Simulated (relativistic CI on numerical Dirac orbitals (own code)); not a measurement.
W XVI: sensitivity of the levels to the model

Base calculation: Dirac-Coulomb-Breit CI, orbitals from a KLI potential per configuration, model QED (radiative potential, 1s self-energy scaled to tabulated hydrogen-like ionisation energies), unscaled Slater integrals.

Configurations in the expansion (outside the closed core [Ar] 3d10 4p6): 4s²4d¹⁰4f¹¹5s², 4s²4d¹⁰4f¹²5s, 4s²4d¹⁰4f¹¹5s5p, 4s²4d¹⁰4f¹⁰5s²5p, 4s²4d¹⁰4f¹⁰5s5p², 4s²4d¹⁰4f¹¹5s5d, 4s²4d¹⁰4f¹²5d, 4s²4d¹⁰4f¹⁰5s²5d, 4s²4d¹⁰4f¹²6s, 4s²4d⁹4f¹²5s², 4s²4d¹⁰4f¹⁰5s²6s, 4s4d¹⁰4f¹²5s², 4s²4d¹⁰4f¹³, 4s²4d⁹4f¹⁴, 4s²4d¹⁰4f¹²5p, 4s²4d⁹4f¹³5p, 4d¹⁰4f¹³5s², 4d¹⁰4f¹⁴5s, 4d¹⁰4f¹³5s5p, 4d¹⁰4f¹³5s5d, 4d⁹4f¹⁴5s². Double excitations out of closed p, d and f shells are left out; levels of such configurations are missing from the list, as are those of other unlisted configurations, and high levels can miss mixing partners.

The lowest level and the first level of each name with at least 55 % of one term (blank where a level has no safe partner in the second run):

```csv
Level,Base (cm⁻¹),Shift (cm⁻¹)
4s²4d¹⁰4f¹¹5s² ⁴I°15/2,0.0,0.0
4s²4d¹⁰4f¹¹5s² ⁴I°13/2,15386.3,-15386.3
4s²4d¹⁰4f¹¹5s² ⁴I°11/2,21700.2,-21700.2
4s²4d¹⁰4f¹¹5s² ⁴F°7/2,42384.0,-15961.9
4s²4d¹⁰4f¹¹5s² ⁴F°5/2,45330.4,-18908.3
4s²4d¹⁰4f¹¹5s² ²K°15/2,51307.8,-10945.0
4s²4d¹⁰4f¹¹5s² ⁴G°11/2,53314.4,-11876.4
4s²4d¹⁰4f¹¹5s² ⁴G°9/2,56758.8,
4s²4d¹⁰4f¹¹5s² ²K°13/2,62979.0,-22616.2
4s²4d¹⁰4f¹¹5s² ²P°1/2,65235.4,-16068.1
4s²4d¹⁰4f¹¹5s² ⁴G°5/2,68717.5,-27279.4
4s²4d¹⁰4f¹¹5s² ²D°5/2,69435.0,-20385.1
4s²4d¹⁰4f¹¹5s² ⁴G°7/2,70084.1,-28646.1
4s²4d¹⁰4f¹²5s ⁴H13/2,70531.6,-249010.2
4s²4d¹⁰4f¹¹5s² ²I°11/2,77273.1,-12432.5
4s²4d¹⁰4f¹¹5s² ²L°17/2,77610.7,-11533.2
4s²4d¹⁰4f¹²5s ⁴H11/2,78045.2,-256523.8
4s²4d¹⁰4f¹¹5s² ⁴D°7/2,78558.8,-10742.4
4s²4d¹⁰4f¹²5s ⁴F9/2,81768.1,
4s²4d¹⁰4f¹¹5s² ²I°13/2,83736.2,-18895.6
4s²4d¹⁰4f¹²5s ⁴H9/2,90098.6,
4s²4d¹⁰4f¹¹5s² ²L°15/2,92357.1,-26279.6
```

At this charge transitions that keep the count of f electrons are usually good to a few per cent. Terms inside the open d or f shell come out 10 to 20 % too wide with unscaled integrals. Levels and lines within the n = 5 or 6 shells can be off by up to 10 % or somewhat more, and those that change n by about 2 %, since core polarisation is missing. Levels that differ in their count of f electrons can be misplaced by several ten thousand cm⁻¹, since the correlation energy of f electrons is missing or only estimated; rates across such gaps can be off by orders of magnitude.

(1) One thing was changed in a second run, which moved the levels as shown. Which?
A. configuration mixing switched off
B. Breit term removed
C. QED terms removed
D. P86 correlation estimate
E. non-relativistic limit

Answers

(1) E. Non-relativistic limit. Without relativity the fine structure collapses and s electrons lose their extra binding.

LS names give the leading component of a level, which can be under half, so a name can repeat, a term be missing and a line seem to break the LS rules.
